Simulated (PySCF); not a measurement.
A side-by-side comparison of computed properties.

First species: C₇H₁₁NSi₂.
Geometry (GFN2-xTB, Å), atoms numbered from 1 in this order:
```xyz
21
C7H11NSi2 angstrom
C      5.0225    2.0404   -0.7842
C      4.3612    1.0877   -0.4690
Si     3.3545   -0.3787    0.0404
C      1.6399    0.2352    0.3791
C      0.5132    0.6187    0.6054
Si    -1.2328    1.1611    0.9196
C     -2.3250    0.3907   -0.4102
C     -3.4076   -0.5993   -0.0455
C     -2.2030   -1.0770   -0.7770
N     -1.2861   -1.9742   -0.1453
H      5.5986    2.8760   -1.0625
H      3.3074   -1.3520   -1.0596
H      3.9190   -0.9479    1.2702
H     -1.3066    2.6232    0.8386
H     -1.6068    0.6782    2.2594
H     -2.5714    1.0462   -1.2391
H     -4.3519   -0.5518   -0.5676
H     -3.5062   -0.8800    0.9936
H     -2.3200   -1.3260   -1.8272
H     -1.2617   -1.8160    0.8560
H     -0.3461   -1.8374   -0.5031
```

Second species: C7H13FOSi.
SMILES: `C=CC(=O)[Si@@H](F)C(C)(C)C`

Levels: PBE0/pcSseg-1 for dipole moment, HOMO energy, LUMO energy and HOMO–LUMO gap; GFN2-xTB for rotational constant A and rotational constant C. Geometries: GFN2-xTB. Each structure is a single optimised conformer of the isolated species, non-relativistic unless stated; the electronic structure was computed with PySCF and density fitting.

The conformers computed, where there is a choice (atom-mapped SMILES and torsion angles):
- `[CH:1]#[C:2][SiH2:3][C:4]#[C:5][SiH2:6][C@@H:7]1[CH2:8][C@@H:9]1[NH2:10]`: C5–Si6–C7–C8 117°, H–N10–C9–C8 -31°, H–N10–C9–C8 -150°
- `[CH2:1]=[CH:2][C:3](=[O:4])[Si@@H:5]([F:6])[C:7]([CH3:8])([CH3:9])[CH3:10]`: C1–C2–C3–O4 -172°, C2–C3–Si5–F6 47°, C3–Si5–C7–C8 66°

```tsv
property	column X	column Y
dipole moment	1.59 D	0.99 D
HOMO energy	-7.05 eV	-6.53 eV
LUMO energy	-2.18 eV	-0.67 eV
HOMO–LUMO gap	4.87 eV	5.86 eV
rotational constant A	1.833 GHz	2.089 GHz
rotational constant C	0.648 GHz	0.337 GHz
```

Problem. Which column belongs to which species?

Solution. Column X is the second species and column Y the first. The first has 21 atoms and 88 electrons, the second 23 and 86.

Problem. How does each property change from the first species to the second?

Solution. dipole moment +0.60 D; HOMO energy -0.52 eV; LUMO energy -1.51 eV; HOMO–LUMO gap -0.99 eV; rotational constant A -0.256 GHz; rotational constant C +0.311 GHz.

On the first: The dipole equals about 3.3 × 10⁻³⁰ C·m (1 D = 3.33564 × 10⁻³⁰ C·m).

On the second: A dipole of 1.59 D is allowed in C1, and pure rotational transitions are dipole-allowed. In atomic units the dipole is 0.63 e·bohr (1 au = 2.5417 D).
